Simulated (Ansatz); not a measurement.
`NB(Cl)O[SiH3]` + HCl → `NB(Cl)Cl` + `O[SiH3]` at 500 K and 1 bar (ligand exchange at a B–O bond).

Gas-phase electronic energies from Ansatz, PBE0-D4/def2-TZVP geometries. CCSD(T)/CBS adds triple-zeta CCSD(T) − MP2 to the extrapolated MP2 energy (def2 sets, frozen cores). This one scheme is used for every species. One conformer a species, not always the lowest.

| species | CCSD(T)/CBS energy (Eh) | H − E (kJ/mol) | S (J/(mol·K)) |
| --- | --- | --- | --- |
| `NB(Cl)O[SiH3]` | -906.71622 | 212.4 | 426.7 |
| HCl | -460.38127 | 32.5 | 201.9 |
| `NB(Cl)Cl` | -1000.39362 | 120.6 | 335.8 |
| `O[SiH3]` | -366.69042 | 127.5 | 292.9 |

H − E and S are ideal-gas, rigid-rotor, harmonic terms from PBE0-D4/def2-TZVP, for one conformer and one mirror image of each species. 1 Eh = 2625.50 kJ/mol, R = 8.31446 J/(mol·K).

**Question.** By hand: ΔE, ΔH, ΔS and ΔG.

**Answer.** ΔE = (-1000.39362) + (-366.69042) − (-906.71622) − (-460.38127) = 0.01345 Eh = 35.3 kJ/mol. Δ(H − E) = 120.6 + 127.5 − 212.4 − 32.5 = 3.2, so ΔH = 38.5 kJ/mol. ΔS = 335.8 + 292.9 − 426.7 − 201.9 = 0.1 J/(mol·K). ΔG = 38.5 − 500 × (0.1)/1000 = 38.5 kJ/mol.

**Question.** By hand: the equilibrium constant, and the temperature at which ΔG would vanish if ΔH and ΔS stayed fixed.

**Answer.** log₁₀ K = −ΔG/(RT ln 10) = -4.0. ΔG = 0 at ΔH/ΔS = 385000 K, far beyond where these terms or the molecules hold.

The number of gas molecules stays the same, so ΔS is small and ΔH decides. A doubt of 5 kJ/mol in ΔE shifts log₁₀ K by 0.5 here. Other conformers and mirror images would add mixing entropy, several J/(mol·K) or more a flexible species. Modes under 60 cm⁻¹, often nearly free rotors, make the harmonic entropy too high. These are equilibria of isolated gas molecules and say nothing of rates. Largest T1 diagnostic: 0.011 (customary marks: 0.02 for closed shells, 0.045 for open ones).
